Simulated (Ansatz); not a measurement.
`[CH3][Cd][CH](C)C` → `C[CH2][Cd][CH3]` + `[CH2]` (triplet)  (formal loss of a carbene)

Program: Ansatz. Geometries: PBE0-D4/def2-TZVP. ΔE: electronic, gas phase. CCSD(T)/CBS is the MP2 limit (def2-TZVPP, def2-QZVPP) plus CCSD(T) − MP2 in def2-TZVPP, frozen cores. This one scheme is used for every species. Functionals use def2-TZVPP. Triplets are unrestricted, without spin–orbit coupling. Elements past krypton have def2 core potentials. For Cd outer-core shells are correlated without core-valence functions, which leaves a few kJ/mol of doubt a bond. One conformer a species, not always the lowest.

```json
{"level": "LDA (SPW92)", "ΔE (kJ/mol)": "502.0"}
{"level": "PBE0-D4", "ΔE (kJ/mol)": "424.6"}
{"level": "r2SCAN0-D4", "ΔE (kJ/mol)": "400.2"}
{"level": "BHLYP-D4", "ΔE (kJ/mol)": "407.1"}
{"level": "CAM-B3LYP-D4", "ΔE (kJ/mol)": "422.8"}
{"level": "ωB97X-V", "ΔE (kJ/mol)": "436.6"}
{"level": "revPBE", "ΔE (kJ/mol)": "399.7"}
{"level": "LC-ωPBE", "ΔE (kJ/mol)": "412.4"}
```

Question: What does CCSD(T)/CBS give? (An estimate is asked.)

Answer: Computed: +428.4 kJ/mol. The listed levels differ from it by 73.6, -3.8, -28.2, -21.3, -5.6, 8.2, -28.7, -16.0 kJ/mol.

Largest T1 diagnostic among the species: 0.012.

At CCSD(T), def2-SVP lies −13.1 kJ/mol from the extrapolated value and def2-TZVPP −10.5 kJ/mol. From r2SCAN to r2SCAN0 (25 % exact exchange), in def2-TZVPP and without D4, ΔE moves by −5.2 kJ/mol.
